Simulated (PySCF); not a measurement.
Species: C₅H₁₃NOSi₂.
Geometry (GFN2-xTB, Å), atoms numbered from 1 in this order:
```
atom  x, y, z in Å
C1    -1.874   -1.091    0.855
C2    -1.752   -0.246   -0.413
C3    -2.442    1.102   -0.218
Si4    0.070   -0.005   -0.939
C5     0.821   -1.720   -1.048
N6     1.351   -2.738   -1.073
C7     1.118    0.948    0.318
Si8    3.008    0.719    0.146
O9     3.464   -0.796    0.480
H10   -2.921   -1.244    1.113
H11   -1.391   -0.598    1.698
H12   -1.411   -2.067    0.718
H13   -2.277   -0.777   -1.215
H14   -3.490    0.963    0.045
H15   -1.966    1.665    0.582
H16   -2.397    1.696   -1.128
H17    0.163    0.539   -2.301
H18    0.882    2.008    0.235
H19    0.831    0.651    1.328
H20    3.387    1.114   -1.213
H21    3.712    1.467    1.179
H22    3.103   -1.569    0.048
```

Mayer bond orders were computed from the PBE0/pcSseg-1 density (PySCF). Geometry: GFN2-xTB, one conformer, isolated molecule.

Question: Rank these bonds by Mayer order, highest first.
A. C7–Si8
B. C1–C2
C. C5–N6
D. Si4–C7
E. Si4–C5

Answer: C (2.88), B (1.03), D (0.95), A (0.85), E (0.76).

Q: Set the orders of all bonds between heavy atoms beside their lengths and the difference of the Mulliken charges at their ends.

A: 
```json
{"bond": "C5–N6", "Mayer order": "2.877", "length (Å)": "1.147", "q(first) − q(second) (e)": "+0.026"}
{"bond": "Si8–O9", "Mayer order": "1.063", "length (Å)": "1.616", "q(first) − q(second) (e)": "+1.425"}
{"bond": "C2–C3", "Mayer order": "1.032", "length (Å)": "1.527", "q(first) − q(second) (e)": "-0.378"}
{"bond": "C1–C2", "Mayer order": "1.029", "length (Å)": "1.528", "q(first) − q(second) (e)": "+0.377"}
{"bond": "Si4–C7", "Mayer order": "0.947", "length (Å)": "1.893", "q(first) − q(second) (e)": "+1.807"}
{"bond": "C2–Si4", "Mayer order": "0.895", "length (Å)": "1.912", "q(first) − q(second) (e)": "-1.523"}
{"bond": "C7–Si8", "Mayer order": "0.853", "length (Å)": "1.912", "q(first) − q(second) (e)": "-1.771"}
{"bond": "Si4–C5", "Mayer order": "0.762", "length (Å)": "1.876", "q(first) − q(second) (e)": "+1.118"}
```

For a closed shell the Mayer order of atoms A and B is Σ (PS)μν (PS)νμ over the basis functions μ on A and ν on B, with P the density and S the overlap matrix.

The run behind these numbers computed NMR shieldings as well. On one thread, Arm Neoverse N1 (aarch64), shared host with 64 logical CPUs at a one-minute load of 60, this took 1.8 min of wall time (with the writing of density and orbital grids) and 1.1 GiB of memory at its peak.
